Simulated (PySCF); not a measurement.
**Distorted geometries of ErF3(NH3)**

ErF3(NH3) (singlet in the valence; each metal's 4f electrons, 11 of them, lie in its core potential, out of spins and levels). PySCF 2.14.0, RKS PBE, Er lcecp-1-SVP with ECP57, F def2-SVP, N def2-SVP, H def2-SVP; non-relativistic Hamiltonian with scalar-relativistic core potentials where named; density fitting; no spin-orbit coupling. Relaxed geometry:

```xyz
8

Er    0.0868   -0.0868    0.0868
F     1.0896    1.3491    1.0896
F    -1.3491   -1.0896    1.0896
F     1.0896   -1.0896   -1.3491
N    -1.3450    1.3450   -1.3450
H    -1.9621    1.9621   -0.7960
H    -0.7960    1.9621   -1.9621
H    -1.9621    0.7960   -1.9621
```

Question: Order these distorted geometries by energy above the relaxed one, lowest first.
A.
```xyz
8

Er    0.0974   -0.0702    0.0958
F     1.0898    1.3372    1.0637
F    -1.3338   -1.0783    1.0932
F     1.1408   -1.1044   -1.3477
N    -1.2993    1.3663   -1.2755
H    -1.9795    1.9512   -0.7717
H    -0.8337    1.9474   -1.9846
H    -2.0299    0.7989   -2.0214
```
B.
```xyz
8

Er    0.0926   -0.1261    0.0965
F     1.0812    1.3316    1.0894
F    -1.3824   -1.0742    1.0451
F     1.1314   -1.0539   -1.3826
N    -1.3328    1.3294   -1.3429
H    -1.9506    1.9863   -0.7920
H    -0.7877    1.9554   -1.9237
H    -1.9998    0.7996   -1.9378
```
C.
```xyz
8

Er    0.0594   -0.0254    0.2206
F     1.0098    1.2872    1.0684
F    -1.2439   -1.1178    1.0012
F     1.0385   -1.0684   -1.3261
N    -1.4234    1.3989   -1.1172
H    -2.0259    1.9871   -0.7550
H    -0.8861    1.9632   -2.1198
H    -1.6766    0.7234   -2.1204
```

Answer: B (0.05 eV), A (0.45 eV), C (3.18 eV).

Question: Which forces (eV/Å) act in the one that lies 0.05 eV up?

Answer: 
```
Er   0.48  0.33 -0.45
F   -0.06 -0.06  0.00
F   -0.36 -0.28  0.24
F   -0.14  0.05  0.16
N   -1.27  0.14  1.07
H    0.55 -0.66 -0.31
H    0.41  0.27 -0.70
H    0.38  0.20 -0.01
```
Forces carry noise of the integration grid, about 0.01 to 0.03 eV/Å.

An lcecp potential fixes the number of 4f electrons, so in runs with it no electron can move into or out of that shell.
